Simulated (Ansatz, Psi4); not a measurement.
## The same job for Psi4

Ansatz 0.2.0 runs this on BBrF2 (SMILES FB(F)Br):

run.yaml:
```yaml
crystal:
  periodic: [false, false, false]
  atoms:
    - symbol: F
      position_ang: [-0.215650, -1.366490, -0.109870]
    - symbol: B
      position_ang: [-0.127940, -0.063330, -0.022770]
    - symbol: F
      position_ang: [-1.212420, 0.659630, -0.144250]
    - symbol: Br
      position_ang: [1.556010, 0.770190, 0.276890]
basis:
  gaussian:
    orbitals: 6-31G_st_-spherical.json
hamiltonian:
  xc: {name: B3LYP}
accuracy: high
output:
  orbitals: {seedname: orbitals}
```

```bash
$ ansatz run run.yaml --threads 1 --pin off --max-ram 3480MiB --events-out events.jsonl --progress --plain --runs-dir runs
```

(Basis files named in the input come from the Basis Set Exchange and aren't shown.)

Geometry: relaxed at PBE0-D4/def2-TZVP.

It gives a total energy of -2798.556782 Eh.

Question: Translate the job to Psi4 1.11 as a QCSchema file, asking for the gradient.

Answer: For example:

job.json:
```json
{
  "schema_name": "qcschema_input",
  "schema_version": 1,
  "molecule": {
    "schema_name": "qcschema_molecule",
    "schema_version": 2,
    "symbols": ["F", "B", "F", "Br"],
    "geometry": [-0.40751944, -2.58229185, -0.20762421, -0.24177156, -0.11967636, -0.04302906, -2.29114175, 1.24652004, -0.27259299, 2.94043275, 1.45544816, 0.52324627],
    "molecular_charge": 0,
    "molecular_multiplicity": 1,
    "fix_symmetry": "c1",
    "fix_com": true,
    "fix_orientation": true
  },
  "driver": "gradient",
  "model": {
    "method": "b3lyp",
    "basis": "6-31G*"
  },
  "keywords": {
    "reference": "rks",
    "puream": true,
    "e_convergence": 1e-09,
    "d_convergence": 1e-08,
    "scf_type": "pk",
    "dft_radial_points": 99,
    "dft_spherical_points": 590,
    "scf_properties": ["WIBERG_LOWDIN_INDICES", "LOWDIN_CHARGES", "DIPOLE"]
  }
}
```

```bash
$ psi4 --qcschema job.json -n 1 --memory 1600MB
```

Its energy is -2798.556780 Eh, 0.002 mEh from the first.
